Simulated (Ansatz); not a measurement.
Z-matrix (Å, degrees):
```
C
O 1 1.415
H 1 1.091 2 108.8
H 1 1.094 2 111.9 3 120.6
H 1 1.091 2 108.8 3 -118.7
B 2 1.336 1 121.6 3 -120.7
Cl 6 1.784 2 116.9 1 180.0
B 6 1.672 2 133.9 1 -0.1
H 8 1.197 6 121.4 2 93.1
H 8 1.197 6 121.4 2 -93.0
```

Total charge 0; spin multiplicity 1.

(1) List the r2SCAN/def2-TZVPP orbital energies in eV (Ansatz). (An estimate is asked.)

## Answers

(1) The calculation gave: Occupied: -2753.26, -516.83, -274.91, -254.66, -193.19, -193.07, -193.05, -181.70, -180.57, -27.91, -21.55, -18.62, -14.27, -13.26, -12.17, -12.15, -10.88, -9.41, -9.29, -8.51, -8.27, -7.87, -7.14. Lowest empty: -2.65, -0.80, 1.25, 1.69, 2.60, 2.74, 2.97, 3.09.
